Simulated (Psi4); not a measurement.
Cl2Ge, triplet, at a GFN2-xTB geometry (the spin is typed, not shown lowest); Psi4 with PBE/aug-cc-pVDZ.

The Psi4 input:
```
memory 2 GB

molecule mol {
0 3
Ge   -0.000369   -0.008595    0.641623
Cl    1.143597    1.442268   -0.584010
Cl   -1.142902   -1.426089   -0.623751
}

set {
  basis aug-cc-pvdz
  reference uks
  scf_type pk
  puream true
  d_convergence 1e-8
  dft_radial_points 99
  dft_spherical_points 590
}

energy('pbe')
print_variables()
```

It wrote (shortened):

```
   => Loading Basis Set <=

    Name: AUG-CC-PVDZ
    Role: ORBITAL
    Keyword: BASIS

         ---------------------------------------------------------
                                   SCF
               by Justin Turney, Rob Parrish, Andy Simmonett
                          and Daniel G. A. Smith
                              UKS Reference
         ---------------------------------------------------------

  ==> Geometry <==

    Molecular point group: cs
    Full point group: Cs

    Geometry (in Angstrom), charge = 0, multiplicity = 3:

       Center              X                  Y                   Z               Mass
    ------------   -----------------  -----------------  -----------------  -----------------
         GE           0.006560179600    -0.605526558910     0.000000000000    73.921177761000
         CL          -1.841024167666     0.620144679371     0.000000000000    34.968852682000
         CL           1.827156506442     0.659886919243     0.000000000000    34.968852682000

  Running in cs symmetry.

  Rotational constants: A =      0.30233  B =      0.07165  C =      0.05792 [cm^-1]
  Rotational constants: A =   9063.70272  B =   2147.89674  C =   1736.40680 [MHz]
  Nuclear repulsion =  301.364730717122541

  Charge       = 0
  Multiplicity = 3
  Electrons    = 66
  Nalpha       = 34
  Nbeta        = 32

  ==> Algorithm <==

  SCF Algorithm Type is PK.
  DIIS enabled.
  MOM disabled.
  Fractional occupation disabled.
  Guess Type is SAD.
  Energy threshold   = 1.00e-06
  Density threshold  = 1.00e-08
  Integral threshold = 1.00e-12

  ==> Primary Basis <==

  Basis Set: AUG-CC-PVDZ
    Blend: AUG-CC-PVDZ
    Number of shells: 36
    Number of basis functions: 90
    Number of Cartesian functions: 97
    Spherical Harmonics?: true
    Max angular momentum: 2

  ==> DFT Potential <==

   => LibXC <=

    Version 7.1.2
    S. Lehtola, C. Steigemann, M. J. T. Oliveira, and M. A. L. Marques,  SoftwareX 7, 1–5 (2018) (10.1016/j.softx.2017.11.002)

   => Composite Functional: PBE <=

    PBE GGA Exchange-Correlation Functional

    J.P. Perdew et. al., Phys. Rev. Lett., 77(18), 3865-3868, 1996

    Deriv               =              1
    GGA                 =           TRUE
    Meta                =          FALSE

    Exchange Hybrid     =          FALSE
    MP2 Hybrid          =          FALSE

   => Exchange Functionals <=

    1.0000     XC_GGA_X_PBE

   => Correlation Functionals <=

    1.0000     XC_GGA_C_PBE

   => LibXC Density Thresholds  <==

    XC_GGA_C_PBE:  1.00E-12
    XC_GGA_X_PBE:  1.00E-15

   => Molecular Quadrature <=

    Radial Scheme          =       TREUTLER
    Pruning Scheme         =           NONE
    Nuclear Scheme         =       TREUTLER

    Blocking Scheme        =         OCTREE
    BS radius alpha        =              1
    Pruning alpha          =              1
    Radial Points          =             99
    Spherical Points       =            590
    Total Points           =         171115
    Total Blocks           =           1419
    Max Points             =            256
    Max Functions          =             90
    Weights Tolerance      =       1.00E-15

  ==> Integral Setup <==

  Using in-core PK algorithm.
   Calculation information:
      Number of atoms:                   3
      Number of AO shells:              36
      Number of primitives:            199
      Number of atomic orbitals:        97
      Number of basis functions:        90

      Integral cutoff                 1.00e-12
      Number of threads:                 1

  Performing in-core PK
  Using 16773120 doubles for integral storage.
  We computed 218362 shell quartets total.
  Whereas there are 222111 unique shell quartets.

  ==> DiskJK: Disk-Based J/K Matrices <==

    J tasked:                  Yes
    K tasked:                   No
    wK tasked:                  No
    Schwarz Cutoff:          1E-12

  Minimum eigenvalue in the overlap matrix is 3.2722116311E-03.
  Reciprocal condition number of the overlap matrix is 6.6128513682E-04.
    Using symmetric orthogonalization.

  ==> Pre-Iterations <==

  SCF Guess: Superposition of Atomic Densities via on-the-fly atomic UHF (no occupation information).

   -------------------------
    Irrep   Nso     Nmo
   -------------------------
     A'        63      63
     A"        27      27
   -------------------------
    Total      90      90
   -------------------------

  ==> Iterations <==

                        Total Energy        Delta E     RMS |[F,P]|

   @UKS iter SAD: -2993.24184650898724   -2.99324e+03   0.00000e+00
    Occupation by irrep:
             Ap   App
    DOCC [    24,    8 ]
    SOCC [     2,    0 ]
    NA   [    26,    8 ]
    NB   [    24,    8 ]

   @UKS iter   1: -2995.84584768236982   -2.60400e+00   1.76553e-02 ADIIS/DIIS
    Occupation by irrep:
             Ap   App
    DOCC [    24,    8 ]
    SOCC [     1,    1 ]
    NA   [    25,    9 ]
    NB   [    24,    8 ]

   @UKS iter   2: -2994.70951522916175    1.13633e+00   2.94912e-02 ADIIS/DIIS
   @UKS iter   3: -2996.67643537542608   -1.96692e+00   2.49839e-03 ADIIS/DIIS
   @UKS iter   4: -2996.67391268729625    2.52269e-03   2.28161e-03 ADIIS/DIIS
   @UKS iter   5: -2996.69062769799439   -1.67150e-02   2.69133e-04 ADIIS/DIIS
   @UKS iter   6: -2996.69080068564062   -1.72988e-04   1.85971e-04 ADIIS/DIIS
   @UKS iter   7: -2996.69091392784958   -1.13242e-04   2.50268e-05 DIIS
   @UKS iter   8: -2996.69091614227409   -2.21442e-06   7.95284e-06 DIIS
   @UKS iter   9: -2996.69091632589061   -1.83617e-07   2.44126e-06 DIIS
   @UKS iter  10: -2996.69091633472999   -8.83938e-09   2.16799e-06 DIIS
   @UKS iter  11: -2996.69091635186169   -1.71317e-08   3.57059e-07 DIIS
   @UKS iter  12: -2996.69091635242739   -5.65706e-10   3.78282e-08 DIIS
   @UKS iter  13: -2996.69091635243376   -6.36646e-12   8.08505e-09 DIIS
  Energy and wave function converged.

  ==> Post-Iterations <==

   Electrons on quadrature grid:
      Nalpha   =   33.9999997467 ; deviation = -2.533e-07
      Nbeta    =   31.9999997309 ; deviation = -2.691e-07
      Ntotal   =   65.9999994776 ; deviation = -5.224e-07

   @Spin Contamination Metric:   2.681719076E-03
   @S^2 Expected:                2.000000000E+00
   @S^2 Observed:                2.002681719E+00
   @S   Expected:                1.000000000E+00
   @S   Observed:                1.000000000E+00

    Orbital Energies [Eh]
    ---------------------

    Alpha Occupied:

[...]
       9App   -0.162429

    Alpha Virtual:

[...]
    Beta Occupied:

[...]
    Beta Virtual:

[...]
      63Ap     1.333461

    Final Occupation by Irrep:
             Ap   App
    DOCC [    24,    8 ]
    SOCC [     1,    1 ]
    NA   [    25,    9 ]
    NB   [    24,    8 ]

  @UKS Final Energy: -2996.69091635243376

   => Energetics <=

    Nuclear Repulsion Energy =            301.3647307171225407
    One-Electron Energy =               -4764.1319686030838056
    Two-Electron Energy =                1600.8285385374483667
    DFT Exchange-Correlation Energy =    -134.7522170039204639
    Empirical Dispersion Energy =           0.0000000000000000
    VV10 Nonlocal Energy =                  0.0000000000000000
    Total Energy =                      -2996.6909163524337600

  UHF NO Occupations:
  HONO-2 :   24 Ap 1.9992610
  HONO-1 :   25 Ap 1.0000000
  HONO-0 :    9App 1.0000000
  LUNO+0 :   26 Ap 0.0007390
  LUNO+1 :   27 Ap 0.0002324
  LUNO+2 :   10App 0.0001185
  LUNO+3 :   28 Ap 0.0000776

Computation Completed

Properties will be evaluated at   0.000000,   0.000000,   0.000000 [a0]

Properties computed using the SCF density matrix

 Multipole Moments:

 ------------------------------------------------------------------------------------
     Multipole            Electronic (a.u.)      Nuclear  (a.u.)        Total (a.u.)
 ------------------------------------------------------------------------------------

 L = 1.  Multiply by 2.5417464519 to convert [e a0] to [Debye]
 Dipole X            :          0.0537637           -0.0488012            0.0049625
 Dipole Y            :         -4.9626739            4.5045161           -0.4581578
 Dipole Z            :          0.0000000            0.0000000            0.0000000
 Magnitude           :                                                    0.4581846

 ------------------------------------------------------------------------------------

  Variable Map:
  ----------------------------------------------------------------------------
[...]
  Array Variable Map:
  ----------------------------------------------------------------------------
[...]
[...]
```
